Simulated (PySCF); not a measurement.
**Fractional electron number in Si⁺ (silicon, charge +1)**

The 3p alpha orbital of [Ne] 3s2 3p1 is emptied in steps (occupation f), with all orbitals relaxed, ending at [Ne] 3s2. All numbers are calculated (PySCF 2.14, scalar relativity by spin-free X2C-1e, in x2c-TZVPall). The exact energy is a straight line in f; departures are measured from the line between the end points of the same method.

```tsv
f	UHF (eV)	LDA (eV)	PBE (eV)	PBE0 (eV)	r2SCAN (eV)	LC-wPBE (eV)	BHandHLYP (eV)	wB97X (eV)	TPSS (eV)	r2SCAN0 (eV)
1	0.000	0.000	0.000	0.000	0.000	0.000	0.000	0.000	0.000	0.000
0.9	0.033	-0.387	-0.379	-0.278	-0.355	-0.040	-0.183	-0.065	-0.366	-0.261
0.7	0.076	-0.906	-0.884	-0.647	-0.822	-0.090	-0.426	-0.149	-0.852	-0.604
0.5	0.090	-1.081	-1.051	-0.766	-0.971	-0.102	-0.505	-0.174	-1.010	-0.711
0.3	0.074	-0.909	-0.878	-0.638	-0.806	-0.079	-0.422	-0.143	-0.842	-0.589
0.1	0.031	-0.389	-0.373	-0.270	-0.340	-0.031	-0.180	-0.061	-0.356	-0.247
0	0.000	0.000	0.000	0.000	0.000	0.000	0.000	0.000	0.000	0.000
```

Q: For PBE0, how does the orbital energy at f = 1 compare with the removal energy?

A: −ε = 13.327 eV against a total-energy difference of 16.417 eV. By Janak's theorem ε = ∂E/∂f, so the gap between them reflects the curvature. Along the path −ε is 13.949 (f = 0.9), 15.198 (f = 0.7), 16.442 (f = 0.5), 17.665 (f = 0.3), 18.838 (f = 0.1) eV.

```tsv
method	E(f=0) − E(f=1) (eV)	−ε at f=1 (eV)	−ε at f=0.5 (eV)
UHF	15.819	16.190	15.812
LDA	16.354	12.068	16.345
PBE	16.397	12.191	16.415
PBE0	16.417	13.327	16.442
r2SCAN	16.501	12.549	16.548
LC-wPBE	16.559	16.107	16.590
BHandHLYP	16.269	14.235	16.280
wB97X	16.276	15.549	16.296
TPSS	16.506	12.436	16.536
r2SCAN0	16.492	13.581	16.535
```

Reference removal energy between the ground levels: 16.346 eV (measured; NIST Atomic Spectra Database, ionization energies). The calculation has no spin-orbit coupling. UHF lacks correlation.
